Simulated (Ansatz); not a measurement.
Calculated with Ansatz (gas phase, PBE0-D4/def2-TZVP geometries, no zero-point term in ΔE). CCSD(T)/CBS adds triple-zeta CCSD(T) − MP2 to the extrapolated MP2 energy (def2 sets, frozen cores). Functionals use def2-TZVPP. B3LYP here is the variant with VWN-RPA as its local correlation; programs differ in this. For Ge outer-core shells are correlated without core-valence functions, which leaves a few kJ/mol of doubt a bond. Scalar relativity is left out up to krypton. Each species was taken in one conformer, which may not be the lowest.

Consider the redistribution: `CNB(F)[SiH2]Cl` + `[SiH3][NH][GeH3]` → `CNB(F)[SiH3]` + `Cl[SiH2][NH][GeH3]`.

```json
{"level": "B3LYP-D4", "ΔE (eV)": "-0.12"}
{"level": "ωB97X-V", "ΔE (eV)": "-0.12"}
{"level": "B2PLYP", "ΔE (eV)": "-0.12"}
{"level": "PBE", "ΔE (eV)": "-0.14"}
{"level": "HF/def2-TZVPP", "ΔE (eV)": "-0.08"}
{"level": "CCSD(T)/def2-TZVPP", "ΔE (eV)": "-0.12"}
{"level": "SCS-MP2/def2-QZVPP", "ΔE (eV)": "-0.10"}
{"level": "MP2/CBS(def2)", "ΔE (eV)": "-0.11"}
```

(1) What does CCSD(T)/CBS give? (Estimate.)

Largest T1 diagnostic among the species: 0.013.

Results:

(1) Computed: -0.12 eV. The listed levels differ from it by 0.00, 0.00, 0.00, -0.02, 0.04, 0.00, 0.02, 0.01 eV.

In def2-TZVPP, CCSD(T) changes the Hartree–Fock value by −0.04 eV (the triples alone add −0.01 eV) and MP2 by −0.03 eV.
